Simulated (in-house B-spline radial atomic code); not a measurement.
A run on Re⁻ that did not converge. Method: scalar-relativistic (X2C) B97-1, spin-polarised, spherical fractional occupations, exact exchange averaged over the configuration, Fermi nucleus of rms radius 5.3698 fm; computed with a B-spline radial code for spherical atoms.

Command:
```bash
python run_scf.py task.json out
```
Settings (nuclear radius in fm, mass in u):
```
Z                75
configuration    [Xe] 4f14 5d6 6s2
hamiltonian      x2c
method           b97_1
spin_polarised   True
nucleus          fermi
rms_radius       5.3698
atomic_mass      186.95575
speed_of_light   137.035999084
exact_exchange   averaged over the configuration
```

First and last ten iterations of the last attempt (damped for 15 steps, keeping 80 % of the old Fock matrix, then DIIS):
```
 iter        energy (Eh)    residual
    1      -16691.613714    5.51e-01
    2      -16448.396905    1.41e+00
    3      -16684.629630    5.12e-01
    4      -16690.180216    2.67e-01
    5      -16692.333167    1.32e-01
    6      -16693.122334    7.27e-02
    7      -16693.410693    4.70e-02
    8      -16693.520030    3.09e-02
    9      -16693.563459    2.11e-02
   10      -16693.581563    1.54e-02
  111      -16693.576274    1.44e-02
  112      -16693.576441    1.44e-02
  113      -16693.601693    6.87e-03
  114      -16693.478301    1.90e-02
  115      -16693.459237    2.07e-02
  116      -16693.587163    1.38e-02
  117      -16693.587752    1.38e-02
  118      -16693.584773    1.41e-02
  119      -16693.588044    1.37e-02
  120      -16693.589591    1.33e-02
 not converged after 120 iterations
```

The smallest residual met was 6.9e-03; the threshold is about 8e-07. No energy from this run should be used. Time taken, with all properties: 5.1 s on 1 thread of Arm Neoverse V2, on a shared host.
